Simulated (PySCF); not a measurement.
Constitutional and geometric isomers with formula C2H6Si. All species are isolated molecules in the gas phase. Strings in code marks are SMILES.

The LUMO from two functionals at the same geometries (PBE0-D3(BJ)/def2-TZVP), both in PySCF: PBE-D3(BJ)/def2-TZVP and PBE0-D3(BJ)/def2-TZVP. 

```tsv
species	PBE-D3(BJ)/def2-TZVP (eV)	PBE0-D3(BJ)/def2-TZVP (eV)
`CC=[SiH2]`	-1.85	-1.03
`C=[SiH]C`	-1.50	-0.65
`[SiH3]C=C`	-1.50	-0.47
`C1C[SiH2]1`	-0.49	0.31
```

Over these rows, drawn at random from the members with no instability flagged (it was tested for open shells, ions and some series alone), PBE minus PBE0-D3(BJ): mean -0.88 eV, from -1.02 eV to -0.81 eV.
